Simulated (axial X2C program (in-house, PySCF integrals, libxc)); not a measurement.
Working with the constants of RbP⁺

A bond curve at the CCSD(T) level, with spin–orbit coupling, was computed with an axial X2C code built on PySCF integrals (basis Rb dyall-cv3z [12s13p8d4f1g], P dyall-v3z [8s7p2d1f] (cores contracted in-house)) for the state Ω = 3/2 (⟨Sz⟩ = 1.50, ⟨Lz⟩ = 0.00 at HF). Its fit gives Re = 3.6892 Å, ωe = 67.5 cm⁻¹, ωexe = 1.28 cm⁻¹ and αe = 1.001e-03 cm⁻¹; the masses are 84.9118 and 30.9738 u. Two-component means X2C with spin–orbit coupling and atomic mean-field Coulomb and Gaunt terms.

Correlated methods: 13 electrons correlated (number of frozen shells: Rb 3 s, 2 p, 1 d; P 2 s, 1 p), 233 virtual spin orbitals or spinors in MP2, 90 natural virtuals in coupled cluster.

**Question.** Find the reduced mass, Be and the force constant.

**Answer.** From the CCSD(T) values: μ = 22.6952 u. Be = 16.8576/(μ Re²) = 0.05458 cm⁻¹. k = 5.8918×10⁻⁷ μ ωe² = 0.0609 mdyn/Å.

**Question.** Estimate the centrifugal constant by the Kratzer relation.

**Answer.** D = 4Be³/ωe² = 1.43e-07 cm⁻¹.

**Question.** A Morse curve ties αe to the other constants (Pekeris). How well does that hold?

**Answer.** αe(Morse) = 6Be²/ωe × (√(ωexe/Be) − 1) = 1.017e-03 cm⁻¹; the CCSD(T) curve gives 1.001e-03 cm⁻¹, a ratio of 1.02.

**Question.** Where do the fundamental and the first overtone lie?

**Answer.** ν(1←0) = ωe − 2ωexe = 64.9 cm⁻¹; ν(2←0) = 2ωe − 6ωexe = 127.3 cm⁻¹.

**Question.** Estimate De from a Morse curve and compare with the computed well depth of 0.122 eV to Rb+ + P.

**Answer.** De(Morse) = ωe²/(4ωexe) = 0.110 eV against 0.122 eV computed, a ratio of 0.90. For De the Morse form works well here.

The state is a single determinant with fixed occupations, the lowest that a limited PBE0 search found. Dissociation energies refer to the lowest single-determinant-based atoms at the same level and basis. CCSD and (T) use frozen natural virtuals with an MP2 correction for the truncation; (T) itself is uncorrected, so its De runs slightly low. With several unpaired electrons one determinant need not be a pure state. This is the top spin component of a Σ state; components of lower Ω are not single determinants and can lie lower. The bond is weak, and without diffuse functions and with truncated virtuals even CCSD(T) can be tens of per cent off in De.
